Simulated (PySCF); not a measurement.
Run record for `N#C/C=C\C1CC1`: PBE0/Sadlej pVTZ, energy threshold 1e-11 Eh, TDA, 1 singlet.

Method: TDA PBE0/Sadlej pVTZ, vertical, gas phase, core orbitals frozen in the response (PySCF 2.14.0, density-fitted response routines). Geometry: GFN2-xTB. A driver script takes a list of jobs; this job's settings line and coordinates (Å) are shown.

Command:
```bash
OMP_NUM_THREADS=1 python probes_run.py task.json out
```

Input:
```
{"job": {"kind": "uv", "xc": "PBE0", "basis": "Sadlej pVTZ", "nstates": 1, "ntriplets": 2, "tda": true, "scf": {"conv": 1e-11}}, "charge": 0, "multiplicity": 1}
N      2.990559     1.621729    -0.923275
C      2.534980     0.684037    -0.442603
C      1.996694    -0.473052     0.146523
C      0.681797    -0.671176     0.298127
C     -0.350471     0.273456    -0.116708
C     -1.613176     0.382109     0.706953
C     -1.666235    -0.261975    -0.633269
H      2.722788    -1.204661     0.473739
H      0.335413    -1.587855     0.758127
H      0.024727     1.182950    -0.569656
H     -1.696782    -0.245221     1.581678
H     -2.042722     1.363691     0.831189
H     -2.131966     0.269165    -1.448466
H     -1.786283    -1.333670    -0.684524
```

Output:
```
final grid: 115848 points
cycle   1  E = -287.1933274554  dE =  1.113e+00  |g| = 4.296e-01  |ddm| = 7.982e+01
cycle   2  E = -287.0760419234  dE =  1.173e-01  |g| = 8.461e-01  |ddm| = 9.656e+00
cycle   3  E = -287.2388058463  dE = -1.628e-01  |g| = 1.277e-01  |ddm| = 3.309e+00
cycle   4  E = -287.2426331835  dE = -3.827e-03  |g| = 3.816e-02  |ddm| = 1.209e+00
cycle   5  E = -287.2429727036  dE = -3.395e-04  |g| = 9.941e-03  |ddm| = 2.782e-01
cycle   6  E = -287.2429977046  dE = -2.500e-05  |g| = 2.836e-03  |ddm| = 1.083e-01
cycle   7  E = -287.2429994993  dE = -1.795e-06  |g| = 1.170e-03  |ddm| = 3.203e-02
cycle   8  E = -287.2429998299  dE = -3.305e-07  |g| = 2.492e-04  |ddm| = 1.126e-02
cycle   9  E = -287.2429998457  dE = -1.586e-08  |g| = 7.537e-05  |ddm| = 3.826e-03
cycle  10  E = -287.2429998472  dE = -1.424e-09  |g| = 1.496e-05  |ddm| = 8.227e-04
cycle  11  E = -287.2429998472  dE = -2.149e-11  |g| = 1.335e-05  |ddm| = 1.492e-04
cycle  12  E = -287.2429998472  dE = -3.922e-11  |g| = 2.023e-06  |ddm| = 8.153e-05
cycle  13  E = -287.2429998472  dE =  5.684e-13  |g| = 1.002e-06  |ddm| = 1.874e-05
converged SCF energy = -287.2429998472

Static polarisability (au): isotropic 78.478, principal 57.343 69.542 108.550

Singlet excitations
state   eV       nm        f      main configurations
  1   5.9669    207.8   0.66377   H->L 0.88

Triplet excitations (Tamm-Dancoff, eV): 3.5342 5.9025
```

H and L stand for HOMO and LUMO; the number after each pair is its weight.

Problem. How does the lowest singlet excitation compare with the HOMO–LUMO gap?

Solution. HOMO -7.46 eV and LUMO -1.32 eV give a gap of 6.14 eV; S1 at 5.97 eV lies 0.17 eV below it.

Problem. Give the mean polarisability as a volume in Å³, and the ratio of the largest to the smallest principal value.

Solution. 78.478 au × 0.148185 = 11.63 Å³; 108.550/57.343 = 1.89.

In short: SCF converged in 13 cycles with 231 basis and 733 fitting functions; HOMO -7.46 eV, LUMO -1.32 eV; lowest singlet 5.97 eV; lowest triplet 3.53 eV (Tamm–Dancoff); mean polarisability 78.5 au.

Problem. Estimate the wall time. Hardware: an Intel Xeon 6975P-C with one thread, shared host. And the peak memory of the process?

Solution. About 21 s, with 0.96 GiB resident at the peak, the Python interpreter and its libraries included.

Conformer computed: `[N:1]#[C:2]/[CH:3]=[CH:4]\[CH:5]1[CH2:6][CH2:7]1`: C3–C4–C5–C6 -146°.

One conformer stands for the species.
